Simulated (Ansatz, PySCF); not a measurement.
Complex: CH5N (SMILES CN) (first 7 atoms) with H4OSi (SMILES O[SiH3]); geometry from B3LYP-D3(BJ)/def2-TZVP.
(charge 0, multiplicity 1):
```xyz
13

C      0.23804    -0.36064    -0.12009
N     -0.26851     0.97108     0.23593
H     -0.45843    -1.11576     0.24456
H      1.19232    -0.52429     0.38071
H      0.38087    -0.51185    -1.19492
H     -1.16393     1.14785    -0.20461
H      0.36596     1.69609    -0.07860
O     -0.51022     1.01078     3.01196
Si    -0.07285    -0.37030     3.76705
H     -0.44348     1.05028     2.02544
H     -0.89127    -1.53760     3.33553
H     -0.25838    -0.17125     5.22134
H      1.34943    -0.73144     3.51138
```

Counterpoise-corrected where a basis set is named; no monomer relaxation. Rows marked so take none.

Rows in 6-311+G** carry no dispersion term and start afresh at each structure.

The values were computed with Ansatz (a first-principles code) with Gaussian orbitals; PySCF for 6-311+G** rows, the dispersion terms. Each number belongs to the level named beside it.

Question: One of these levels gives -46.5 kJ/mol for the interaction energy. Name it.
A) B3LYP/6-311+G** (no counterpoise)
B) revPBE/def2-TZVPPD
C) BLYP-D3(BJ)/def2-TZVPPD

Answer: C, BLYP-D3(BJ)/def2-TZVPPD. The others give -32.2 (revPBE/def2-TZVPPD), -40.9 (B3LYP/6-311+G** (no counterpoise))
